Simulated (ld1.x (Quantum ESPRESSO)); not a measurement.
## u(r) = r·R(r): atom against pseudo-atom (Cr)

Columns: radius, all-electron u(r) and pseudo u(r) of the 3p shell (level -45.34 eV) of chromium in the configuration [Ne] 3s2 3p6 3d5 4s1 4p0; PBEsol, scalar-relativistic, TM scheme, ld1.x (Quantum ESPRESSO) 7.5.

```json
{"r (bohr)": "0.148", "all-electron": "0.5651", "pseudo": "-0.0989"}
{"r (bohr)": "0.295", "all-electron": "0.1594", "pseudo": "-0.3548"}
{"r (bohr)": "0.443", "all-electron": "-0.4935", "pseudo": "-0.6722"}
{"r (bohr)": "0.590", "all-electron": "-0.9160", "pseudo": "-0.9332"}
{"r (bohr)": "0.738", "all-electron": "-1.0819", "pseudo": "-1.0670"}
{"r (bohr)": "0.885", "all-electron": "-1.0735", "pseudo": "-1.0660"}
{"r (bohr)": "1.033", "all-electron": "-0.9744", "pseudo": "-0.9733"}
{"r (bohr)": "1.180", "all-electron": "-0.8408", "pseudo": "-0.8409"}
{"r (bohr)": "1.328", "all-electron": "-0.7017", "pseudo": "-0.7018"}
{"r (bohr)": "1.475", "all-electron": "-0.5741", "pseudo": "-0.5741"}
{"r (bohr)": "1.623", "all-electron": "-0.4622", "pseudo": "-0.4622"}
{"r (bohr)": "1.770", "all-electron": "-0.3688", "pseudo": "-0.3688"}
{"r (bohr)": "1.918", "all-electron": "-0.2917", "pseudo": "-0.2917"}
{"r (bohr)": "2.065", "all-electron": "-0.2297", "pseudo": "-0.2297"}
{"r (bohr)": "2.213", "all-electron": "-0.1799", "pseudo": "-0.1799"}
{"r (bohr)": "2.360", "all-electron": "-0.1407", "pseudo": "-0.1407"}
{"r (bohr)": "2.508", "all-electron": "-0.1095", "pseudo": "-0.1095"}
{"r (bohr)": "2.655", "all-electron": "-0.0853", "pseudo": "-0.0853"}
{"r (bohr)": "2.802", "all-electron": "-0.0663", "pseudo": "-0.0663"}
{"r (bohr)": "2.950", "all-electron": "-0.0513", "pseudo": "-0.0513"}
{"r (bohr)": "3.098", "all-electron": "-0.0397", "pseudo": "-0.0397"}
{"r (bohr)": "3.245", "all-electron": "-0.0307", "pseudo": "-0.0307"}
{"r (bohr)": "3.393", "all-electron": "-0.0237", "pseudo": "-0.0237"}
{"r (bohr)": "3.540", "all-electron": "-0.0183", "pseudo": "-0.0183"}
{"r (bohr)": "3.688", "all-electron": "-0.0141", "pseudo": "-0.0141"}
{"r (bohr)": "3.835", "all-electron": "-0.0109", "pseudo": "-0.0109"}
```

**Question.** How many radial nodes do the two functions have?

**Answer.** The all-electron 3p function has n − l − 1 = 1; the pseudo-wave has 0, since the states of the same l below it are removed with the core.

**Question.** At about which radius was the pseudo-wave matched?

**Answer.** 1.45 bohr. The columns agree to 0.0005 from 1.18 bohr on; several derivatives are matched, so the curves merge somewhat inside the radius.

**Question.** Is the pseudo-wave norm-conserving?

**Answer.** Yes: the TM scheme keeps the norm inside the radius equal to the all-electron one, which fixes the energy derivative of the logarithmic derivative at the level.
